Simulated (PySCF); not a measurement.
## C2H9ClSi2

The system: C2H9ClSi2, a small molecule; neutral, singlet. The structure, one conformer, was relaxed in the gas phase by PBE0-D3(BJ)/def2-SVP. No frequency run checks that it is a minimum.

SMILES: C[Si](C)([SiH3])Cl

```
atom   x (Å)   y (Å)   z (Å)
 Si1  -0.281  -0.162  -0.333
 Si2   1.208  -1.439   0.949
  C3  -1.631   0.602   0.715
  C4   0.601   1.134  -1.358
 Cl5  -1.183  -1.517  -1.652
  H6   1.964  -0.573   1.911
  H7   2.194  -2.130   0.062
  H8   0.455  -2.468   1.731
  H9  -2.171  -0.164   1.291
 H10  -1.202   1.331   1.422
 H11  -2.357   1.128   0.074
 H12   1.377   0.677  -1.990
 H13  -0.115   1.654  -2.013
 H14   1.081   1.879  -0.703
```

Shieldings: GIAO PBE0/pcSseg-1. Shifts are against computed references at the same level: C TMS (σ 184.4 ppm), H TMS (σ 31.27 ppm), Si TMS (σ 352.0 ppm). Core levels by delta-SCF with SCAN, pcX-2 on the ionised atom and pcseg-1 elsewhere, spin-free X2C (2p3/2 is the spin-free 2p value less a third of a first-order spin-orbit splitting); from the vacuum level, for chosen atoms.

Task: Give the shieldings and core levels atom by atom.

Result: 
```json
{"atoms": "Si1", "bonded to": "2 C + 1 Cl + 1 Si", "σ (ppm)": "318.4", "δ (ppm)": "33.6", "core level (eV)": "2p3/2 107.01"}
{"atoms": "Si2", "bonded to": "1 Si + 3 H", "σ (ppm)": "455.0", "δ (ppm)": "-103.0", "core level (eV)": "2p3/2 106.47"}
{"atoms": "C3", "bonded to": "1 Si + 3 H", "σ (ppm)": "179.3", "δ (ppm)": "5.1", "core level (eV)": "1s 290.37"}
{"atoms": "C4", "bonded to": "1 Si + 3 H", "σ (ppm)": "179.4", "δ (ppm)": "5.0", "core level (eV)": "1s 290.37"}
{"atoms": "Cl5", "bonded to": "1 Si", "σ (ppm)": "942.1", "δ (ppm)": "-", "core level (eV)": "2p3/2 205.40"}
{"atoms": "H6 H7 H8", "bonded to": "1 Si", "σ (ppm)": "27.79", "δ (ppm)": "3.48", "core level (eV)": "-"}
{"atoms": "H9 H10 H11", "bonded to": "1 C", "σ (ppm)": "30.73", "δ (ppm)": "0.53", "core level (eV)": "-"}
{"atoms": "H12 H13 H14", "bonded to": "1 C", "σ (ppm)": "30.74", "δ (ppm)": "0.53", "core level (eV)": "-"}
```

Values are those of this one static structure, with the three H of a rotating XH3 group averaged; atoms that internal rotation interchanges would show their mean in an NMR spectrum.

Task: Which of Si1, Si2 holds its core electrons tightest, and by how much against the loosest?

Result: Si1 (bonded to 2 C + 1 Cl + 1 Si), by 0.54 eV over Si2 (bonded to 1 Si + 3 H).

Task: By CAM-B3LYP/def2-SVPD (TDDFT singlets, Tamm-Dancoff triplets, ionisation by delta-SCF), where does absorption start, and what does vertical ionisation take?

Result: The lowest singlet lies at 6.78 eV (f 0.038), the strongest of the first 6 at 7.94 eV (f 0.430), the lowest triplet at 5.99 eV; vertical ionisation takes 9.81 eV.

The 3 runs behind this took 4.2 min in all, one thread each of Intel Xeon Platinum 8259CL on a shared host, launched as `OMP_NUM_THREADS=1 python cluster_run.py task.json out`.
